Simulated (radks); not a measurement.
Results of a calculation; reference values are marked as such.
Question: Coherent X-ray form factor from a spherical all-electron density. Level of theory: Dirac Kohn-Sham, PBE, spin-unpolarised, spherical densities, point nucleus (a radial shooting solver on a logarithmic mesh with Libxc functionals).

| sin(theta)/lambda (1/angstrom) | f0 (electrons) |
|---|---|
| 0.05 | 66.626 |
| 0.1 | 65.534 |
| 0.15 | 63.805 |
| 0.2 | 61.562 |
| 0.25 | 58.947 |
| 0.3 | 56.107 |
| 0.4 | 50.247 |
| 0.5 | 44.711 |
| 0.6 | 39.811 |
| 0.8 | 31.939 |
| 1 | 26.106 |
| 1.25 | 21.016 |
| 1.5 | 17.770 |
| 2 | 14.050 |

The species is in the configuration that NIST lists as its ground one. Which atom or ion scatters so?

Answer: The rhenium ion Re8+, [Kr] 4d10 4f14 5s2 5p5. Extrapolating in s^2 from the first two rows gives f0(0) = 67.0, near the electron count 67; among species with that count, the fall with angle is slower the higher Z, and the table is that of Z = 75; from so few rows the species is fixed only to a neighbour or two.
